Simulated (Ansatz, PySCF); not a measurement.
The pair A = BH3 (SMILES B) (first 4 atoms), B = C2H6S (SMILES CSC); geometry from B3LYP-D3(BJ)/def2-TZVP.
(charge 0, multiplicity 1):
```json
[
 {"atom": "B", "x (Å)": "-0.3293", "y (Å)": "0.6027", "z (Å)": "0.7595"},
 {"atom": "H", "x (Å)": "0.0017", "y (Å)": "-0.2209", "z (Å)": "-0.0559"},
 {"atom": "H", "x (Å)": "-1.4951", "y (Å)": "0.9039", "z (Å)": "0.7056"},
 {"atom": "H", "x (Å)": "0.4334", "y (Å)": "1.5290", "z (Å)": "0.8904"},
 {"atom": "C", "x (Å)": "1.5601", "y (Å)": "-0.6485", "z (Å)": "2.6486"},
 {"atom": "S", "x (Å)": "-0.2129", "y (Å)": "-0.3827", "z (Å)": "2.4437"},
 {"atom": "C", "x (Å)": "-0.4891", "y (Å)": "0.8914", "z (Å)": "3.6912"},
 {"atom": "H", "x (Å)": "1.7633", "y (Å)": "-1.0632", "z (Å)": "3.6343"},
 {"atom": "H", "x (Å)": "1.8614", "y (Å)": "-1.3570", "z (Å)": "1.8801"},
 {"atom": "H", "x (Å)": "2.0859", "y (Å)": "0.2934", "z (Å)": "2.5013"},
 {"atom": "H", "x (Å)": "-0.3006", "y (Å)": "0.4877", "z (Å)": "4.6844"},
 {"atom": "H", "x (Å)": "-1.5310", "y (Å)": "1.1925", "z (Å)": "3.6060"},
 {"atom": "H", "x (Å)": "0.1542", "y (Å)": "1.7451", "z (Å)": "3.4842"}
]
```

Correlated levels freeze the cores. MP2 and its Hartree–Fock in aug-cc-pV(T+d)Z are density fitted. Rows in 6-31G* carry no dispersion term and start afresh at each structure (6-31G* with six Cartesian d functions).

Programs: Ansatz (Gaussian basis) for Hartree–Fock, density functionals and correlated methods; PySCF for 6-31G* rows. Values without a source in brackets are computed.

Total energies (hartree), monomers frozen at their geometry in the pair:

| structure | HF/aug-cc-pV(T+d)Z | B3LYP/6-31G* | CCSD(T)/aug-cc-pV(D+d)Z |
|---|---|---|---|
| AB | -503.2242573 | -504.6603426 | -503.8395426 |
| A in the pair's basis | -26.3812601 | -26.5964066 | -26.4972078 |
| B in the pair's basis | -476.8055366 | -478.0138429 | -477.2903417 |
| A | -26.3811940 | -26.5957433 | -26.4956723 |
| B | -476.8054051 | -478.0126651 | -477.2858753 |

### Question
Work out the interaction energy without and with the counterpoise correction, and the superposition error, for each level.

### Answer

E(AB) − E(A) − E(B), times 627.509 kcal/mol, with the monomers in their own basis and then in the pair's basis:
- HF/aug-cc-pV(T+d)Z: -23.63 uncorrected, -23.51 corrected; the monomers gain 0.12 kcal/mol from borrowed functions
- B3LYP/6-31G*: -32.59 uncorrected, -31.43 corrected; the monomers gain 1.16 kcal/mol from borrowed functions
- CCSD(T)/aug-cc-pV(D+d)Z: -36.39 uncorrected, -32.63 corrected; the monomers gain 3.77 kcal/mol from borrowed functions

Ansatz is a program for electronic structure.
